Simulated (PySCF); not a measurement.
# Correlation energy of Nd⁵¹⁺ (neodymium, charge +51)

[He] 2s2 2p5, 2P determinant. All numbers are calculated (PySCF 2.14, no relativity, point nucleus, in an even-tempered Gaussian basis (17 s from 27 bohr⁻², ratio 2.2; 10 p from 34 bohr⁻², ratio 2.2; 6 d from 140 bohr⁻², ratio 2.4; 5 f from 210 bohr⁻², ratio 2.4; 4 g from 320 bohr⁻², ratio 2.4)). Frozen: nothing; 9 electrons correlated; the 11 highest virtual orbitals of each spin left out.

MP2 pair energies summed by pair of shells (mhartree):

| pair | energy | share (%) |
| --- | --- | --- |
| 2p-2p | -150.38 | 45.3 |
| 2s-2p | -84.20 | 25.4 |
| 1s-2p | -39.18 | 11.8 |
| 1s-1s | -36.17 | 10.9 |
| 2s-2s | -12.69 | 3.8 |
| 1s-2s | -9.07 | 2.7 |

Total MP2 correlation energy: -331.69 mhartree.

At this charge a non-relativistic calculation is a model, useful for the Z dependence of the correlation energy.
